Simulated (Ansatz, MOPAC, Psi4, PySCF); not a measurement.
System: SiCl, net charge 0, doublet state. SMILES: [Si]Cl
Geometry from a B3LYP-D3(BJ)/def2-TZVP (Ansatz, an electronic-structure program) optimisation:
```
Si
Cl 1 2.0838
```
Charge 0, spin multiplicity 2.

Quantity: vertical ionisation energy to the singlet, in eV. Conventions: each state is the SCF solution reached for its charge and spin; valence correlation only; 6-31G* and kin with 6d, 5d where marked; open shells spin-unrestricted; non-relativistic; no spin-orbit coupling; 6-311+G** with 5d, 6d on Na to Ar in Ansatz; PM7 with its own dispersion and hydrogen-bond terms. Basis-set limits of correlation are two-point, X^-3; Hartree-Fock from the larger set. Ab initio and DFT rows: single points at B3LYP-D3(BJ) geometries (Ansatz). Semi-empirical rows: differences of heats of formation at the shared geometry for vertical values.

Coupled cluster (Ansatz) is a level with limits of its own, used here on species with T1 under 0.025 (0.045 for open shells) and stable references: CCSD(T)/CBS(aug-cc-pV(T+d)Z,aug-cc-pV(Q+d)Z).

Value to compare with, CCSD(T)/CBS(aug-cc-pV(T+d)Z,aug-cc-pV(Q+d)Z) (Ansatz): 7.51 eV.

| level | program | vertical ionisation energy to the singlet (eV) | difference |
|---|---|---|---|
| PM3 | MOPAC | 6.99 | -0.52 |
| PM7 | MOPAC | 8.12 | 0.61 |
| MNDO | MOPAC | 6.64 | -0.87 |
| HF/6-31G* | Ansatz | 7.35 | -0.16 |
| HF/6-311+G** | Ansatz | 7.36 | -0.15 |
| PBE/6-31G* | Ansatz | 7.52 | 0.01 |
| PBE/6-311+G** | Ansatz | 7.55 | 0.04 |
| B3LYP/6-31G* | Ansatz | 7.59 | 0.08 |
| B3LYP/6-311+G** | Ansatz | 7.63 | 0.12 |
| M06-2X/6-31G* (5d) | PySCF | 7.55 | 0.04 |
| wB97X-D/6-31G* | Psi4 | 7.66 | 0.15 |
| MP2/6-31G* | Ansatz | 7.19 | -0.32 |
| MP2/6-311+G** | Ansatz | 7.22 | -0.29 |
| PBE/def2-TZVPD | Ansatz | 7.47 | -0.04 |
| B3LYP/def2-TZVPD | Ansatz | 7.53 | 0.02 |
| M06-2X/def2-TZVPD | PySCF | 7.45 | -0.06 |

Among the 13 habitual levels, MNDO lies farthest from CCSD(T)/CBS(aug-cc-pV(T+d)Z,aug-cc-pV(Q+d)Z) (Ansatz) (-0.87 eV); 7 of 13 lie above it, and their mean absolute difference is 0.26 eV, the median 0.15. One case shows no general order.

The levels are drawn from those run, B3LYP/6-31G* more often than the rest, none by its result; runs whose electronic state is in doubt are left out.
